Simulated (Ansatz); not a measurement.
`[CH3][Hf]([CH3])([OH])[OH]`, 13 atoms. Total charge 0; spin multiplicity 1. Correlated methods include outer-core shells of Hf, which these sets cover unevenly. Hf: def2 effective core potential. All runs use 8 threads of an AMD EPYC 7B13 on a shared host. Correlated methods freeze the cores.

Problem. How many basis functions does each run have, and how long does it take in Ansatz? direct RPA on PBE orbitals/def2-TZVPP energy; RKS BLYP-D4/def2-TZVPP energy; RHF-MP2/def2-QZVPP energy; RKS ωB97M-V/def2-SVP energy; RKS ωB97M-V/def2-QZVPP energy; RHF-CCSD(T)/def2-TZVPP energy; RKS LC-ωPBE/def2-TZVPP energy; RKS PBE0-D4/def2-SVP energy; RKS PBE0-D4/def2-QZVPP energy; RHF-CCSD(T)/def2-SVP energy; RKS r2SCAN0-D4/def2-TZVPP energy; RKS ωB97X-V/def2-TZVPP energy. (Best estimate.)

Solution. Computed: Other jobs shared the machine, so times are rough.

```csv
level,job,functions,wall time,peak host memory (GiB)
RKS PBE0-D4/def2-SVP,energy,128,0.8 s,0.32
RKS BLYP-D4/def2-TZVPP,energy,292,1.5 s,0.42
RKS LC-ωPBE/def2-TZVPP,energy,292,1.8 s,0.61
RKS ωB97M-V/def2-SVP,energy,128,2.7 s,0.47
RKS r2SCAN0-D4/def2-TZVPP,energy,292,2.8 s,0.82
RKS PBE0-D4/def2-QZVPP,energy,549,4.4 s,2
RKS ωB97X-V/def2-TZVPP,energy,292,4.5 s,0.99
direct RPA on PBE orbitals/def2-TZVPP,energy,292,4.9 s,0.88
RHF-CCSD(T)/def2-SVP,energy,128,8 s,1
RKS ωB97M-V/def2-QZVPP,energy,549,9.5 s,2.5
RHF-MP2/def2-QZVPP,energy,549,12 s,3.8
RHF-CCSD(T)/def2-TZVPP,energy,292,3.3 min,10
```

LC-ωPBE has ω = 0.4 bohr⁻¹.
